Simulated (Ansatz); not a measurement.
Consider the cleavage of the Si–Si bond: `O[SiH2][SiH]([SiH3])Cl` + `BO` → `BO[SiH]([SiH3])Cl` + `O[SiH3]`.

Gas-phase electronic energies from Ansatz, PBE0-D4/def2-TZVP geometries. CCSD(T)/CBS is the MP2 limit (def2-TZVPP, def2-QZVPP) plus CCSD(T) − MP2 in def2-TZVPP, frozen cores. This one scheme is used for every species. Functionals use def2-TZVPP. One conformer a species, not always the lowest.

CCSD(T)/CBS gives -88.1 kJ/mol.

Problem. Another level gave -93.8 kJ/mol. Which?
A. PBE/def2-TZVPP
B. CCSD/def2-TZVPP
C. ωB97X-V/def2-TZVPP
D. SCS-MP2/def2-TZVPP

Solution. B. CCSD/def2-TZVPP -93.8, SCS-MP2/def2-TZVPP -100.7, ωB97X-V -86.3, PBE -62.4 kJ/mol.

Largest T1 diagnostic among the species: 0.014.

In def2-TZVPP, CCSD(T) changes the Hartree–Fock value by +27.8 kJ/mol (the triples alone add +4.1 kJ/mol) and MP2 by +21.8 kJ/mol. The D4 term adds +4.5 kJ/mol with B3LYP and +2.7 kJ/mol with PBE0; it sums over pairs of atoms, weighted by their polarisabilities, and B3LYP, whose exchange is more repulsive, gets the larger term. From PBE to PBE0 (25 % exact exchange), in def2-TZVPP and without D4, ΔE moves by −8.9 kJ/mol.

B3LYP here is the variant with VWN-RPA as its local correlation; programs differ in this.
